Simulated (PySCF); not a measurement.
SMILES [Si](CC)(C)(C)C (C5H14Si) (GFN2-xTB optimised geometry):

```
20

C     -0.480    -1.002     2.866
C     -0.952    -1.599     1.544
Si    -0.295    -0.673     0.000
C      1.615    -0.673     0.000
C     -0.929    -1.568    -1.562
C     -0.928     1.128     0.000
H     -0.804     0.032     2.958
H     -0.882    -1.559     3.711
H      0.605    -1.025     2.931
H     -2.043    -1.602     1.532
H     -0.644    -2.645     1.503
H      2.007    -0.227    -0.909
H      2.011    -1.682     0.067
H      2.012    -0.108     0.837
H     -0.576    -2.593    -1.604
H     -2.014    -1.594    -1.592
H     -0.589    -1.068    -2.464
H     -2.012     1.168     0.034
H     -0.609     1.656    -0.894
H     -0.552     1.682     0.855
```

Method: B3LYP/def2-SVP in PySCF.

**Question.** What are the frontier orbital energies and the dipole moment?

**Answer.** HOMO-2 -8.03 eV, HOMO-1 -8.01 eV, HOMO -7.56 eV, LUMO 1.16 eV, LUMO+1 1.99 eV; dipole moment 0.00 D.

Meta-Löwdin charges at B3LYP/def2-SVP: C1 -0.27, C2 -0.40, Si3 0.91, C4 -0.54, C5 -0.54, C6 -0.54, H7 0.09, H8 0.09, H9 0.09, H10 0.09, H11 0.09, H12 0.10, H13 0.10, H14 0.10, H15 0.10, H16 0.10, H17 0.10, H18 0.10, H19 0.10, H20 0.10.
